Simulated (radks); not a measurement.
The germanium ion Ge11+, 21 electrons, occupied as [Ne] 3s2 3p5 3d4 (not the ground configuration).

All-electron calculation, non-relativistic Kohn-Sham, PBE, spin-polarised, spherical densities, point nucleus; open shells are filled with parallel spins first. Program: a radial shooting solver on a logarithmic mesh with Libxc functionals.

Energy parts (hartree):
| part | energy |
|---|---|
| total | -2022.87855 |
| kinetic | 2021.98437 |
| electron-nucleus | -4599.56233 |
| Hartree | 623.62072 |
| exchange-correlation | -68.92131 |

Orbitals (lengths in bohr, moments of r in powers of bohr; r(max) is where P^2 peaks; r(90%) holds 90 % of the orbital's charge):
[
 {"orbital": "1s up", "occ.": "1", "eigenvalue (hartree)": "-408.6406", "r(90%)": "0.0852", "<r>": "0.04786", "<r^2>": "0.003069", "r(max)": "0.03158"},
 {"orbital": "1s down", "occ.": "1", "eigenvalue (hartree)": "-408.6102", "r(90%)": "0.0852", "<r>": "0.04786", "<r^2>": "0.003068", "r(max)": "0.03158"},
 {"orbital": "2s up", "occ.": "1", "eigenvalue (hartree)": "-60.83219", "r(90%)": "0.329", "<r>": "0.2135", "<r^2>": "0.05365", "r(max)": "0.1795"},
 {"orbital": "2s down", "occ.": "1", "eigenvalue (hartree)": "-60.61297", "r(90%)": "0.329", "<r>": "0.2130", "<r^2>": "0.05339", "r(max)": "0.1793"},
 {"orbital": "2p up", "occ.": "3", "eigenvalue (hartree)": "-55.45131", "r(90%)": "0.301", "<r>": "0.1850", "<r^2>": "0.04182", "r(max)": "0.1427"},
 {"orbital": "2p down", "occ.": "3", "eigenvalue (hartree)": "-55.27363", "r(90%)": "0.300", "<r>": "0.1845", "<r^2>": "0.04157", "r(max)": "0.1425"},
 {"orbital": "3s up", "occ.": "1", "eigenvalue (hartree)": "-16.25650", "r(90%)": "0.856", "<r>": "0.5837", "<r^2>": "0.3885", "r(max)": "0.5293"},
 {"orbital": "3s down", "occ.": "1", "eigenvalue (hartree)": "-15.86361", "r(90%)": "0.863", "<r>": "0.5878", "<r^2>": "0.3941", "r(max)": "0.5311"},
 {"orbital": "3p up", "occ.": "3", "eigenvalue (hartree)": "-14.44280", "r(90%)": "0.869", "<r>": "0.5802", "<r^2>": "0.3893", "r(max)": "0.5176"},
 {"orbital": "3p down", "occ.": "2", "eigenvalue (hartree)": "-14.04660", "r(90%)": "0.878", "<r>": "0.5854", "<r^2>": "0.3964", "r(max)": "0.5199"},
 {"orbital": "3d up", "occ.": "4", "eigenvalue (hartree)": "-11.36226", "r(90%)": "0.866", "<r>": "0.5519", "<r^2>": "0.3599", "r(max)": "0.4450"},
 {"orbital": "3d down", "occ.": "0", "eigenvalue (hartree)": "-10.94780", "r(90%)": "0.881", "<r>": "0.5590", "<r^2>": "0.3705", "r(max)": "0.4482"}
]

The highest occupied level is 3d up at -309.18 eV. Summed over all electrons, <r^2> = 4.546 bohr^2, which gives a Langevin (diamagnetic) susceptibility term of -3.6 x 10^-6 cm^3/mol. The spin density at the nucleus is -1.742 e/bohr^3 (1s -1.042, 2s -4.673, 3s 3.974), a Fermi contact field of -91.3 T. Virial ratio -V/T = 2.00044.
